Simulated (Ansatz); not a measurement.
Consider the substitution at a C–Si bond: `C[Si](S)(Cl)C=O` + `OB(O)S` → `O=COB(O)S` + `C[SiH](S)Cl`.

Calculated with Ansatz (gas phase, PBE0-D4/def2-TZVP geometries, no zero-point term in ΔE). CCSD(T)/CBS adds triple-zeta CCSD(T) − MP2 to the extrapolated MP2 energy (def2 sets, frozen cores). DFT in def2-TZVPP. Each species was taken in one conformer, which may not be the lowest.

| level | ΔE (kJ/mol) |
| --- | --- |
| r2SCAN-D4 | -45.9 |
| PBE | -43.6 |
| MP2/def2-TZVPP | -38.4 |
| MP2/CBS(def2) | -34.0 |

(1) What does CCSD(T)/CBS give? (Estimate.)

Largest T1 diagnostic among the species: 0.015.

## Answers

(1) Computed: -34.7 kJ/mol. The listed levels differ from it by -11.2, -8.9, -3.7, 0.7 kJ/mol.

The D4 term adds +3.9 kJ/mol with B3LYP and +2.4 kJ/mol with PBE0; it sums over pairs of atoms, weighted by their polarisabilities, and B3LYP, whose exchange is more repulsive, gets the larger term. In def2-TZVPP, CCSD(T) changes the Hartree–Fock value by +10.0 kJ/mol (the triples alone add −0.9 kJ/mol) and MP2 by +10.7 kJ/mol.

B3LYP here is the variant with VWN-RPA as its local correlation; programs differ in this.
